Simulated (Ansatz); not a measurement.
[MoO2S2]2- (MoS₂O₂²⁻). The state is a singlet with charge -2. Geometry PBE-D4/def2-SVPD; atoms count from 1.

```xyz
5

Mo    0.060    0.072   -0.027
O    -0.259    1.255   -1.277
O     1.634    0.416    0.655
S     0.084   -2.007   -0.954
S    -1.519    0.264    1.603
```

In the def2 sets Mo takes a core potential; there is no spin–orbit coupling. A multiply charged anion in the gas phase is held together partly by the finite basis. The highest occupied level of the charge -2 singlet lies above zero (up to 2.31 eV). The electron is either unbound and held by the finite basis, or the level is raised by self-interaction error.

Q: Estimate the Mulliken populations from the PBE0/def2-TZVPD orbitals of Ansatz.

A: 
```tsv
atom	charge (e)	d electrons
Mo1	1.52	3.75
O2	-0.88	–
O3	-0.88	–
S4	-0.88	–
S5	-0.88	–
```
Mulliken values depend strongly on the basis. With diffuse functions, as here, like atoms can get unlike values, and bond orders can come out too low or too high.

Q: And the Mayer bond orders between heavy atoms (over 0.3)?

A: Mo1–O2 1.42 (1.75 Å); Mo1–O3 1.42 (1.75 Å); Mo1–S4 1.53 (2.28 Å); Mo1–S5 1.53 (2.28 Å).
